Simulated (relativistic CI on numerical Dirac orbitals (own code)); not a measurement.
**Ba9+: q coefficients and field-shift factors**

These numbers are calculated, not measured: Dirac-Coulomb-Breit CI, separate exchange-only KLI orbitals for each configuration, derivatives by finite differences, unscaled Slater integrals, QED left out (own radial code, finite nucleus).

CI space (outside the closed core [Kr]): 4d10 5s, 4d10 5p, 4d10 4f, 4d10 5d, 4d10 5f, 4d9 5s 4f, 4d10 6s, 4d9 5s2. Levels of other configurations are missing.

With x = (α/α₀)² − 1 an excitation energy changes as ω = ω₀ + qx; K = 2q/ω₀ is the relative enhancement. Terms are leading LS components, so labels can repeat. The field-shift factor is F = δν/δ⟨r²⟩ for the transition from the lowest level.

Lowest level 4d10 5s 2S_1/2.

| Level | ω₀ (cm⁻¹) | q (cm⁻¹) | F (GHz/fm²) |
| --- | --- | --- | --- |
| 4d10 5p 2P°_1/2 | 134278 | 10380 | -45.5 |
| 4d10 5p 2P°_3/2 | 160653 | 39780 | -46.7 |
| 4d10 4f 2F°_5/2 | 220715 | 56340 | -48.2 |
| 4d10 4f 2F°_7/2 | 222015 | 57410 | -48.1 |
| 4d10 5d 2D_3/2 | 377188 | 42660 | -46.4 |
| 4d10 5d 2D_5/2 | 381558 | 47090 | -46.4 |
| 4d10 6s 2S_1/2 | 516268 | 26320 | -27.2 |
| 4d9 5s2 2D_5/2 | 604324 | -71060 | 57.5 |
| 4d10 5f 2F°_5/2 | 613517 | 46760 | -45.9 |
| 4d10 5f 2F°_7/2 | 614216 | 47440 | -45.8 |
| 4d9 5s2 2D_3/2 | 625612 | -50050 | 57.9 |
| 4d9 5s 4f 4P°_1/2 | 753264 | -9681 | 6.24 |
| 4d9 5s 4f 4P°_3/2 | 756685 | -7192 | 6.27 |
| 4d9 5s 4f 4P°_5/2 | 763229 | -2436 | 6.4 |
| 4d9 5s 4f 2P°_1/2 | 767739 | -6868 | 4.59 |
| 4d9 5s 4f 2P°_3/2 | 774834 | -2283 | 4.78 |
| 4d9 5s 4f 4H°_13/2 | 774902 | -9602 | 6.47 |
| 4d9 5s 4f 4H°_11/2 | 777983 | -8407 | 6.36 |
| 4d9 5s 4f 4H°_9/2 | 781767 | -6832 | 6.23 |
| 4d9 5s 4f 2H°_11/2 | 788875 | -8005 | 4.94 |
| 4d9 5s 4f 4H°_7/2 | 789484 | -90.95 | 6.55 |
| 4d9 5s 4f 4D°_7/2 | 790184 | -8425 | 6.53 |
| 4d9 5s 4f 4F°_5/2 | 790271 | -10100 | 6.42 |

At this charge transitions that keep the count of f electrons are usually good to a few per cent. Levels and lines within the n = 5 or 6 shells can be off by up to 10 % or somewhat more, and those that change n by about 2 %, since core polarisation is missing. Levels that differ in their count of f electrons can be misplaced by several ten thousand cm⁻¹, since the correlation energy of f electrons is missing or only estimated; rates across such gaps can be off by orders of magnitude.

Which transition from the lowest level has the largest |K|?

4d10 4f 2F°_7/2 at 222015 cm⁻¹, K = 0.517.
